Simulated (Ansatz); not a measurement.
Born–Oppenheimer molecular dynamics of CH3Cl3OSi (9 atoms, charge 0, multiplicity 1). It starts from a relaxed structure.

Computed with RHF/6-31G* in Ansatz 0.2.0.

```
ensemble        : NVT, Nosé–Hoover chain
time step       : 1 fs
steps asked     : 250
set temperature : 100 K
thermostat      : time constant 50 fs, chain length 5
seed            : 191652
```

First frame:

```xyz
9
Properties=species:S:1:pos:R:3
Si -0.012 -0.040 -0.002
O -0.033 -0.259 1.582
C -1.118 -0.357 2.484
H -1.758 -1.188 2.216
H -0.704 -0.524 3.466
H -1.691 0.561 2.485
Cl 1.922 -0.004 -0.604
Cl -0.919 1.719 -0.503
Cl -0.999 -1.551 -0.955
```

Problem. What does the run give?

Solution. The run went to its last step.

```yaml
steps_done: 250
time_covered: 250 fs
mean_temperature_over_the_second_half: 107 K
spread_of_the_potential_energy_over_the_second_half: 2.9 meV per atom
mean_potential_energy_of_the_second_half_above_the_start: 11.7 meV per atom
```

The conserved energy stayed within 0.16 meV per atom of its start (net change 0.12 meV per atom), so the integration is sound. A run of 0.25 ps of so small a system gives no equilibrium averages.

Problem. What happens to the structure?

Solution. The same pairs are bonded in the first frame and the last. Pairs count as bonded within 1.25 times the sum of covalent radii (0.12 Å more for H–H). The details hang on the random start.

Problem. How do temperature and energy run in time?

Solution. 
```
time (fs)  T (K)  potential energy less start (eV)  conserved less start (meV/atom)
        0    100                             0.000                             0.00
        8     63                             0.034                             0.06
       16     38                             0.058                             0.06
       24     35                             0.063                             0.05
       32     45                             0.057                             0.07
       40     79                             0.032                             0.01
       48     68                             0.050                             0.07
       56     60                             0.068                             0.09
       64     78                             0.060                             0.06
       72     76                             0.069                             0.07
       80     57                             0.091                             0.05
       88     49                             0.101                             0.07
       96     64                             0.092                             0.13
      104    112                             0.054                             0.06
      112    123                             0.048                             0.06
      120     71                             0.099                             0.09
      128     57                             0.114                             0.08
      136     66                             0.110                             0.13
      144     87                             0.097                             0.10
      152    130                             0.064                             0.05
      160    110                             0.090                             0.11
      168    112                             0.095                             0.10
      176    118                             0.096                             0.13
      184     83                             0.131                             0.11
      192     85                             0.131                             0.06
      200    107                             0.116                             0.12
      208    154                             0.081                             0.13
      216    172                             0.069                             0.13
      224    132                             0.104                             0.11
      232    100                             0.130                             0.08
      240     85                             0.143                             0.13
      248    104                             0.123                             0.12
```

Run time: 14 min on 2 threads of Intel(R) Xeon(R) Platinum 8259CL CPU @ 2.50GHz (Skylake/Cascade Lake), on a shared host, peak memory 0.29 GiB.
